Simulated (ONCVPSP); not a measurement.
Ranking ONCV potentials for zirconium (Zr)

All share these settings but for the change named:

zirconium (Zr), optimised norm-conserving Vanderbilt (ONCV), made with ONCVPSP 4.0.1 (PBE, scalar-relativistic). Core [Ar] 3d10, reference 4s2 4p6 4d1 (charge +3). Waves: 4s: rc 1.70 bohr, ncon 3, nbas 6, qcut 7.4 1/bohr, 2 projectors, debl 3.5 Ha; 4p: rc 2.10 bohr, ncon 5, nbas 9, qcut 5.6 1/bohr, 2 projectors, debl 3.7 Ha; 4d: rc 2.75 bohr, ncon 4, nbas 9, qcut 6.9 1/bohr, 3 projectors, debl 2.2 Ha. Local part: polynomial inside 1.55 bohr (lpopt 5, dvloc0 1 Ha). Core correction: none.

In the p channel the program set the typed energies aside and used -2.175, 0.050 Ha.

Test errors are all-electron minus pseudo excitation energies from the reference, over 4s2 4p6 4d2 5s2; 4s2 4p6 4d2 5s1; 4s2 4p6 4d2; 4s2 4p5 4d2 5s2. None of these files shows a bound ghost.

The base gives 68.8 meV.

Of 7 variants that were run, those that failed, showed a ghost or another fault, or gave nearly equal values are left out.

A variant can come out equal or close to the base, since the largest error may sit in a test that the change hardly touches while other tests move.

Task: Rank these variants by their largest absolute test error, smallest first.
A. d: qcut 5
B. d: qcut 6
C. d: qcut 7.8
D. d: qcut 9.2
E. d: qcut 4.1

Result: D (36.2 meV), C (65.3 meV), B (86.3 meV), A (116.7 meV), E (162.7 meV).
